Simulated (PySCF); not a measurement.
## C⁺: interval between two levels

C⁺ [He] 2s2 2p1 [2P3/2, M_J = 3/2] → C⁺ [He] 2s1 2p1 3d1 [4F9/2, M_J = 9/2], as a difference of total energies. Computed with PySCF 2.14 in x2c-TZVPall-2c with one added diffuse shell each of s, p, d type (6s4p3d1f, 40 functions), with the two-component X2C-1e Hamiltonian. Correlated levels: 1s2 frozen. "Screened" scales the spin-orbit matrix elements by Boettger's factors to mimic the two-electron term; Breit and QED terms are absent.

```json
{"method": "GHF (spin-free)", "interval between two levels (cm⁻¹)": "183090"}
{"method": "GMP2 (spin-free)", "interval between two levels (cm⁻¹)": "193190"}
{"method": "GHF (screened spin-orbit)", "interval between two levels (cm⁻¹)": "183090"}
{"method": "GMP2 (screened spin-orbit)", "interval between two levels (cm⁻¹)": "193200"}
```

The labels give the starting determinants; with spin-orbit coupling the two ends relaxed to ⟨J²⟩ = 3.76, ⟨L²⟩ = 2.00, ⟨S²⟩ = 0.75 and ⟨J²⟩ = 24.75, ⟨L²⟩ = 12.00, ⟨S²⟩ = 3.75.

The promoted electron is Rydberg-like, and one or two diffuse shells describe it only roughly, which tends to raise the upper state.
